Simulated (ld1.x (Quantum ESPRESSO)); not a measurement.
Reading a pseudo-wave (Co)

Columns: radius, all-electron u(r) and pseudo u(r) of the 4p shell (level -1.28 eV) of cobalt in the configuration [Ar] 3d7 4s2 4p0; PBE, scalar-relativistic, TM semilocal scheme, ld1.x (Quantum ESPRESSO) 7.5.

```csv
r (bohr),all-electron,pseudo
0.180,0.0841,0.0043
0.360,-0.0769,0.0170
0.540,-0.1656,0.0378
0.720,-0.1479,0.0657
0.900,-0.0749,0.1000
1.080,0.0155,0.1394
1.260,0.1048,0.1823
1.440,0.1853,0.2273
1.620,0.2547,0.2726
1.800,0.3129,0.3164
1.980,0.3608,0.3572
2.160,0.3993,0.3934
2.340,0.4295,0.4241
2.520,0.4523,0.4485
2.700,0.4687,0.4666
2.880,0.4796,0.4786
3.060,0.4856,0.4853
3.240,0.4875,0.4875
3.420,0.4861,0.4861
3.600,0.4818,0.4818
3.780,0.4752,0.4752
3.960,0.4667,0.4667
4.140,0.4568,0.4568
4.320,0.4457,0.4457
4.500,0.4339,0.4339
4.680,0.4213,0.4213
```

(1) How many radial nodes do the two functions have?

(2) At about which radius was the pseudo-wave matched?

(3) Is the pseudo-wave norm-conserving?

Answers

(1) The all-electron 4p function has n − l − 1 = 2; the pseudo-wave has 0, since the states of the same l below it are removed with the core.

(2) 3.60 bohr. The columns agree to 0.0005 from 3.06 bohr on; several derivatives are matched, so the curves merge somewhat inside the radius.

(3) Yes: the TM semilocal scheme keeps the norm inside the radius equal to the all-electron one, which fixes the energy derivative of the logarithmic derivative at the level.
